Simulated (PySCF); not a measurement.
Isomers of C8H6FN, one GFN2-xTB conformer each. Single-point energies are computed at PBE0/pcSseg-1 (PySCF, gas phase, no added dispersion term), electronic only.

```csv
SMILES,GFN2-xTB relative energy (kJ/mol)
N#CCc1ccccc1F,0.0
N#Cc1ccccc1CF,7.2
N#CC1=C[C@@H]2C=C[C@H]1[C@H]2F,116.8
```

Conformers: `[N:1]#[C:2][CH2:3][c:4]1[cH:5][cH:6][cH:7][cH:8][c:9]1[F:10]` with C2–C3–C4–C5 53°; `[N:1]#[C:2][c:3]1[cH:4][cH:5][cH:6][cH:7][c:8]1[CH2:9][F:10]` with C7–C8–C9–F10 0°.

**Question.** What does PBE0/pcSseg-1 give for the same structures?

**Answer.** 
```json
{"SMILES": "N#CCc1ccccc1F", "PBE0/pcSseg-1 E (Eh)": "-462.46126", "PBE0/pcSseg-1 (kJ/mol)": "0.0", "GFN2-xTB (kJ/mol)": "0.0", "point group": "C1"}
{"SMILES": "N#Cc1ccccc1CF", "PBE0/pcSseg-1 E (Eh)": "-462.46021", "PBE0/pcSseg-1 (kJ/mol)": "2.7", "GFN2-xTB (kJ/mol)": "7.2", "point group": "Cs"}
{"SMILES": "N#CC1=C[C@@H]2C=C[C@H]1[C@H]2F", "PBE0/pcSseg-1 E (Eh)": "-462.39579", "PBE0/pcSseg-1 (kJ/mol)": "171.9", "GFN2-xTB (kJ/mol)": "116.8", "point group": "C1"}
```

Both levels put the same isomer lowest; measured from each level's own lowest isomer, the values differ by up to 55.1 kJ/mol (N#CC1=C[C@@H]2C=C[C@H]1[C@H]2F: 116.8 against 171.9). As drawn, the lowest has an aromatic ring, which the highest lacks; the highest has a C=C bond outside aromatic rings, which the lowest lacks. Neighbours under 10 kJ/mol apart (N#CCc1ccccc1F and N#Cc1ccccc1CF) can change places with a better method, another conformer or zero-point energy.

**Question.** Which frontier levels, dipoles and rotational constants go with these structures?

**Answer.** 
```csv
SMILES,"HOMO (eV, PBE0/pcSseg-1)",LUMO (eV),dipole (D),"A, B, C (MHz)"
N#CCc1ccccc1F,-7.65,-0.97,3.84,"2220, 1065, 771.9"
N#Cc1ccccc1CF,-7.88,-1.76,3.65,"1540, 1458, 752.4"
N#CC1=C[C@@H]2C=C[C@H]1[C@H]2F,-7.42,-1.86,3.44,"2989, 1018, 979.9"
```
